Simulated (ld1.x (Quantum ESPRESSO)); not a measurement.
## Ru: variants of one TM potential

Base potential:

ruthenium, norm-conserving Troullier–Martins (Kleinman–Bylander form), made with ld1.x (Quantum ESPRESSO) 7.5 (PBE, scalar-relativistic). Core [Ar] 3d10 4s2, reference 4p6 4d7.5 5s0.5 5p0. Waves: 5s (bound): rc 2.85 bohr; 4d (bound): rc 2.00 bohr; 4f channel at 0.25 Ry: rc 2.50 bohr; 4p (bound): rc 1.75 bohr. Local part: the p channel. Core correction: a·sin(br)/r model core inside 1.45 bohr.

All-electron outer shells of the reference configuration (PBE, scalar-relativistic, ld1.x):

```json
{"shell": "3d", "level (eV)": "-271.56", "outermost node (bohr)": "–", "outermost maximum (bohr)": "0.30"}
{"shell": "4s", "level (eV)": "-74.90", "outermost node (bohr)": "0.48", "outermost maximum (bohr)": "0.92"}
{"shell": "4p", "level (eV)": "-45.01", "outermost node (bohr)": "0.49", "outermost maximum (bohr)": "0.98"}
{"shell": "4d", "level (eV)": "-4.12", "outermost node (bohr)": "0.48", "outermost maximum (bohr)": "1.23"}
{"shell": "5s", "level (eV)": "-3.80", "outermost node (bohr)": "1.24", "outermost maximum (bohr)": "2.80"}
{"shell": "5p", "level (eV)": "-0.71", "outermost node (bohr)": "1.42", "outermost maximum (bohr)": "4.17"}
```

Cutoffs, loose and tight: the cutoffs (Ry, on a coarse ladder) from which the occupation-weighted sum of valence levels, in a spherical-Bessel basis at the reference potential, stays within 10 and 1 mRy of its value at 400 Ry. They do not see the model core or the augmentation charge, which bear on the density cutoff. Test errors are all-electron minus pseudo excitation energies from the reference, over the configurations 4p6 4d7 5s1 5p0; 4p6 4d7 5s0 5p0; 4p6 4d6 5s0 5p0; 4p6 4d6 5s1 5p0; 4p6 4d4 5s0 5p0; 4p6 4d8 5s0 5p0; 4p6 4d7 5s0.5 5p0. A dash means not determined; rows that change the core or the reference have their own tests.

A true bound ghost makes a file unfit for plane-wave use even where its test errors are small: the radial tests pick states by their node count and pass the ghost by.

```tsv
change	outcome	cutoff, loose	cutoff, tight	bound ghosts	largest test error (meV)
base	generated	45 Ry	60 Ry	s	+43
local potential the d channel	generated	45 Ry	60 Ry	s	-95
core [Kr], valence charge 8; reference 4d8 5s0 5p0; waves now 5s (bound): rc 2.25 bohr; 5p (bound): rc 4.20 bohr; 4d (bound): rc 2.00 bohr; 4f channel at 0.25 Ry: rc 4.60 bohr; local potential the f channel; core correction a·sin(br)/r model core, default radius (core density twice the valence density)	generated	45 Ry	50 Ry	none	-1778
wave 4f channel at 0.25 Ry: rc 2.50 bohr becomes 4f channel at 0.25 Ry: rc 2.28 bohr	generated	45 Ry	60 Ry	s	+43
wave 4f channel at 0.25 Ry: rc 2.50 bohr becomes 4f channel at -0.07 Ry: rc 2.50 bohr	generated	45 Ry	60 Ry	s	+43
wave 5s (bound): rc 2.85 bohr becomes 5s (bound): rc 4.10 bohr	generated	45 Ry	60 Ry	s	-202
wave 4p (bound): rc 1.75 bohr becomes 4p (bound): rc 1.24 bohr	generated	100 Ry	140 Ry	s	-52
```
